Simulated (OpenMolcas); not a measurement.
# Exact exchange and the HOMO–LUMO gap of GeSiH5Cl

The species is GeSiH5Cl (8 atoms), meant as a singlet with charge 0. SMILES: `[SiH3][GeH2][Cl]`. Geometry: relaxed at PBE0-D4/def2-TZVP.

The HOMO–LUMO gap y, in eV, basis def2-SVP; a is the functional's share of exact exchange. Programs: OpenMolcas 26.06.

| functional | program | a | y (eV) |
| --- | --- | --- | --- |
| BLYP | OpenMolcas | 0 | 5.46 |
| TPSS | OpenMolcas | 0 | 5.77 |
| B3LYP | OpenMolcas | 0.2 | 7.15 |
| PBE0 | OpenMolcas | 0.25 | ? |
| BHLYP | OpenMolcas | 0.5 | 9.65 |

Question: Fit y = c + s·a to the known rows and predict PBE0.

Answer: 
1. Means of the 4 rows: a = 0.1750, y = 7.008.
2. Σ(Δa)² = 0.1675, Σ(Δa·Δy) = 1.3498, so the slope is 1.3498/0.1675 = 8.0585.
3. Intercept: 7.008 − (8.0585) × 0.1750 = 5.598. The largest residual of the fit is 0.17.
4. PBE0: 5.598 + (8.0585) × 0.25 = 7.61 eV.

The run gave 7.58 eV, so the prediction is off by +0.03 eV, within the largest residual. Exact exchange lowers occupied levels and raises empty ones. The rows mix families of semi-local functionals, which the line can't see.
